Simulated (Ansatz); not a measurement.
The cluster TaO₂. Charge 0, multiplicity 2. Geometry PBE-D4/def2-TZVPD, that of the charge -1 singlet; atoms count from 1.

| atom | x (Å) | y (Å) | z (Å) |
| --- | --- | --- | --- |
| Ta1 | -0.265 | -0.156 | 0.627 |
| O2 | 1.435 | 0.109 | 0.246 |
| O3 | -1.170 | 0.046 | -0.872 |

In the def2 sets Ta takes a core potential; there is no spin–orbit coupling. The structure comes from a short search, and lower isomers may exist.

**Question.** Estimate the Mulliken populations from the PBE0/def2-TZVPD orbitals of Ansatz.

**Answer.** 
```json
{"atom": "Ta1", "charge (e)": "1.05", "spin (α − β)": "1.24", "d electrons": "2.82"}
{"atom": "O2", "charge (e)": "-0.53", "spin (α − β)": "-0.12", "d electrons": "–"}
{"atom": "O3", "charge (e)": "-0.53", "spin (α − β)": "-0.12", "d electrons": "–"}
```
Mulliken values depend strongly on the basis. With diffuse functions, as here, like atoms can get unlike values, and bond orders can come out too low or too high.

**Question.** Where does the spin sit?

**Answer.** Summed by element: Ta 1.24, O -0.24, of 1 unpaired in all. Largest on single atoms: Ta1 1.24, O2 -0.12, O3 -0.12.

**Question.** And the Mayer bond orders between heavy atoms (over 0.3)?

**Answer.** Ta1–O2 2.09 (1.76 Å); Ta1–O3 2.09 (1.76 Å).
